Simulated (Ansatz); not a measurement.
Consider the substitution at a C–O bond: `C[O][Al]([F])[O]C` + `CB(O)S` → `CSB(C)O` + `C[O][Al]([OH])[F]`.

Isolated molecules relaxed with PBE0-D4/def2-TZVP in Ansatz; ΔE leaves out vibrations. CCSD(T)/CBS is the MP2 limit (def2-TZVPP, def2-QZVPP) plus CCSD(T) − MP2 in def2-TZVPP, frozen cores. This one scheme is used for every species. Functionals use def2-TZVPP. Each species was taken in one conformer, which may not be the lowest.

```csv
level,ΔE (kJ/mol),difference from CCSD(T)/CBS
r2SCANh-D4,-55.1,2.9
BHLYP-D4,-47.0,11.0
CAM-B3LYP-D4,-47.2,10.8
ωB97X-V,-51.1,6.9
ωB97M-V,-54.3,3.7
B2PLYP,-51.7,6.3
CAM-B3LYP,-45.9,12.1
CCSD/def2-SVP,-31.2,26.8
MP2/def2-TZVPP,-61.4,-3.4
MP2/def2-QZVPP,-63.8,-5.8
CCSD(T)/CBS,-58.0,0
```

Largest T1 diagnostic among the species: 0.012.

At CCSD(T), def2-SVP lies +25.2 kJ/mol from the extrapolated value and def2-TZVPP +4.4 kJ/mol. In def2-TZVPP, CCSD(T) changes the Hartree–Fock value by −16.1 kJ/mol (the triples alone add −2.8 kJ/mol) and MP2 by −23.9 kJ/mol. Leaving LDA and LC-ωPBE aside and taking each functional with its dispersion term where it has one, the values, not all of them listed here, spread over 11.1 kJ/mol, from revPBE-D4 to BHLYP-D4.
